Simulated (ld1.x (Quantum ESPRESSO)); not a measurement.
Results of a calculation; reference values are marked as such.
## Potentials for aluminium compared

Generated with ld1.x 7.5 (TM, RRKJ, ultrasoft, PAW), atompaw 4.2 or ONCVPSP 4.0.1. The cutoff is in Ry: for ld1.x and atompaw files where the sum of valence levels is converged to 10 mRy in a Bessel basis, for ONCV files where the hardest occupied wave has 1 mHa per electron of residual kinetic energy. The error is the largest all-electron minus pseudo excitation energy over each file’s own four to seven test configurations (ionisations up to +4, promotions, holes and added fractions of an electron), all of which were solved. The labels leave out finer settings (local radius, basis sizes, second energies), which also bear on the numbers. Spin-polarised tests are not counted. The rows are a selection from randomly drawn settings: files with unsolved tests, undetermined cutoffs or missed reference levels are left out.

```tsv
potential	cutoff (Ry)	largest error (meV)	bound ghosts
TM, PBE, non-relativistic, rc 2.00/2.40/2.65 (spd), local p, core correction yes, reference 3s2 3p1	10	+13	none
PAW, PBE, scalar-relativistic, rc 2.15/2.75 (sp), local smoothed, core correction yes, reference 3s2 3p1	6	-19	none
RRKJ, LDA (PZ), scalar-relativistic, rc 1.80/1.75/1.50 (spd), local s, core correction no, reference 3s1 3p2	10	+47	none
RRKJ, PBE, non-relativistic, rc 2.00/2.60 (sp), local s, core correction no, reference 3s2 3p1	10	+27	none
```

Task: Fill in the row for Al: PAW, LDA (PZ), scalar-relativistic, rc 1.90/3.05/2.70 (spd), local d, core correction yes, reference 3s1.75 3p1.25.

Result: cutoff 8 Ry, largest error -22 meV, bound ghosts: none.

Task: Fill in the row for Al: RRKJ, PBE, scalar-relativistic, rc 1.60/2.05/2.20 (spd), local s, core correction yes, reference 3s2 3p1.

Result: cutoff 18 Ry, largest error +25 meV, bound ghosts: none.

Task: Fill in the row for Al: PAW, PBEsol, non-relativistic, rc 2.00/2.40 (sp), local smoothed, core correction yes, reference 3s1 3p0.

Result: cutoff 6 Ry, largest error -18 meV, bound ghosts: none.
